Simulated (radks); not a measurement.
Results of a calculation; reference values are marked as such.
Spherical jellium clusters: N electrons in a uniform positive sphere of charge N and radius rs N^(1/3), rs = 3.37 bohr. Level of theory: non-relativistic Kohn-Sham, LDA (Slater exchange, Perdew-Wang correlation), spin-polarised, spherical densities (a radial shooting solver with Libxc functionals). Levels are named by radial order and angular momentum (1s, 1p, 1d, 2s, ...), and open shells are averaged over m.

N = 2, configuration 1s2. This is the lowest configuration that the search found. Occupied and some empty levels:

| level | occupation | eigenvalue (eV) | <r> (bohr) |
|---|---|---|---|
| 1s | 2 | -3.6463 | 3.648 |
| 1p | 0 | -1.1384 | 5.676 |
| 2s | 0 | -0.13983 | 11.73 |

Energy (eV): total -3.20818, kinetic 3.8979, external -28.609, Hartree 13.511, exchange-correlation -7.3897, background 15.381. Static polarisability (adiabatic kernel): 137.5 bohr^3, against R^3 = 76.55 for a classical metal sphere.
